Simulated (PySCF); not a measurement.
C7H5NO.
InChI=1S/C7H5NO/c1-3-7(9)6(2)4-5-8/h1H,2,4H2

Computed with PySCF 2.14.0, density-fitted response routines, TDDFT CAM-B3LYP/def2-SVPD, vertical, gas phase, core orbitals frozen in the response. The structure is a single GFN2-xTB conformer in the gas phase; no vibrational or solvent corrections. Torsions of this conformer, `[CH:1]#[C:2][C:3](=[O:4])[C:5](=[CH2:6])[CH2:7][C:8]#[N:9]`: C2–C3–C5–C6 -5°, C3–C5–C7–C8 150°.

Lowest singlets, with some entries withheld (?).

```csv
state,E (eV),f,"main configurations (H = HOMO, L = LUMO)"
S1,3.85,?,"H→L (77%), H-1→L (15%)"
S2,4.96,?,H-3→L (77%)
S3,5.40,?,"H-1→L (53%), H-2→L (27%), H→L (12%)"
S4,5.93,?,"H-2→L (51%), H-1→L (23%), H-3→L (8%)"
S5,6.90,?,"H-5→L (52%), H-4→L (15%), H-7→L (10%)"
S6,6.97,?,"H-2→L+3 (54%), H-2→L+2 (13%), H-1→L+3 (9%)"
S7,7.05,?,"H-4→L (73%), H-5→L (15%)"
S8,7.23,?,"H→L+1 (63%), H-1→L+1 (12%), H-5→L (9%)"
```

Problem. What stands in place of each question mark?

Solution. 
- S1: f = 0.0001
- S2: f = 0.0011
- S3: f = 0.119
- S4: f = 0.177
- S5: f = 0.0007
- S6: f = 0.0006
- S7: f = 0.019
- S8: f = 0.0016

Problem. What is the mean static polarisability from the same response equations?

Solution. 85.3 au (12.63 Å³), with principal values 55.5, 89.4 and 110.9 au.

Problem. Where do the lowest triplets lie (Tamm–Dancoff)?

Solution. T1 3.33 eV, H→L (81%), H-1→L (9%); T2 3.56 eV, H-1→L (66%); T3 4.17 eV, H-2→L (70%), H-2→L+1 (10%). E(S1) − E(T1) = +0.52 eV.

Problem. Which level carries the most intensity, and what share of the listed sum of f?

Solution. S4, with f = 0.177 of 0.319, 56%.
